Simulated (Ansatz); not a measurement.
Reaction (ligand exchange at the Si–C bond): `C[SiH](C)[NH][AlH2]` + HCl → `C[SiH](Cl)[NH][AlH2]` + CH₄

Computed with Ansatz on PBE0-D4/def2-TZVP structures; ΔE is electronic, products minus reactants. CCSD(T)/CBS is the MP2 limit (def2-TZVPP, def2-QZVPP) plus CCSD(T) − MP2 in def2-TZVPP, frozen cores. This one scheme is used for every species. DFT in def2-TZVPP. Each species was taken in one conformer, which may not be the lowest.

| level | ΔE (kJ/mol) |
| --- | --- |
| PBE-D4 | -117.9 |
| ωB97X-V | -121.1 |
| ωB97M-V | -121.4 |
| r2SCAN | -124.1 |

Question: What does CCSD(T)/CBS give? (Estimate.)

Answer: The calculation gave: -120.0 kJ/mol. The listed levels differ from it by 2.1, -1.1, -1.4, -4.1 kJ/mol.

Largest T1 diagnostic among the species: 0.011.

In def2-TZVPP, CCSD(T) changes the Hartree–Fock value by +14.5 kJ/mol (the triples alone add +0.6 kJ/mol) and MP2 by +8.8 kJ/mol.
